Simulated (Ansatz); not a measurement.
A series at Sn: from `[NH2][SnH]([NH2])[NH2]`, ligands are replaced one by one, each step taking up H₂ and setting free NH₃; n counts the steps. Ansatz, PBE0-D4/def2-TZVP geometries. Each molecule was computed in one conformer, which needn't be the lowest.

CBS adds triple-zeta CCSD(T) − MP2 to the MP2 limit, frozen cores; atoms without spin–orbit coupling. Elements past krypton have def2 core potentials. Outer-core shells of Sn are correlated without core-valence functions. Spin–orbit coupling is left out.

```csv
n,molecule,"atomization energy, CCSD(T)/CBS (kJ/mol)"
0,`[NH2][SnH]([NH2])[NH2]`,3421.0
1,`[NH2][SnH2][NH2]`,?
2,`[NH2][SnH3]`,1866.8
3,`[SnH4]`,1104.7
```

Q: By hand: fit a straight line y = ȳ + b (n − n̄) to the 3 given rows and predict n = 1.

A: n̄ = 1.667, ȳ = 2130.83; Σ(n − n̄)(y − ȳ) = -3606.47, Σ(n − n̄)² = 4.667, so b = -772.76 kJ/mol a step. Prediction: 2130.83 + (-772.76) × (-0.667) = 2646.3 kJ/mol.

Q: By hand: compare with the computed value, 2641.6 kJ/mol, and give the steps along the whole series.

A: The line misses by -4.7 kJ/mol (computed minus predicted). Steps: -779.4, -774.8, -762.1 kJ/mol.

The steps differ by up to 17.3 kJ/mol, small against a whole step but well beyond the method's doubt, so the ligands' effects don't simply add. The miss is 0.2 % of the series' range. The energies themselves are unsure by some kJ/mol a bond, though much of that is common to the series.
